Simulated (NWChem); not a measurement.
System: ZrO2; SMILES [O]=[Zr]=[O]

Computed with NWChem. Coordinates come from a PBE0/def2-SVP optimisation. def2 effective core potentials on Zr; no spin-orbit coupling. B3LYP is NWChem's, with the RPA form of VWN correlation. Total energies of different functionals are on different scales.

```tsv
level	energy (Ha)	highest occupied level (eV)	orbital gap (eV)	dipole (D)
B3LYP/def2-SVP	-197.4313	-6.39	3.21	7.62
PBE/def2-SVP	-197.2982	-5.14	1.66	7.12
OLYP/def2-SVP	-197.4467	-5.04	1.53	7.16
MPW1K/def2-SVP	-197.3353	-7.77	5.35	8.27
TPSSh/def2-SVP	-197.4093	…	…	7.61
Hartree-Fock/def2-SVP	-196.1245	-10.40	9.28	9.46
B3PW91/def2-SVP	-197.3963	-6.37	3.56	7.71
```

### Question
Fill in the missing entries.

### Answer

- TPSSh/def2-SVP, highest occupied level (eV): -5.76
- TPSSh/def2-SVP, orbital gap (eV): 2.74
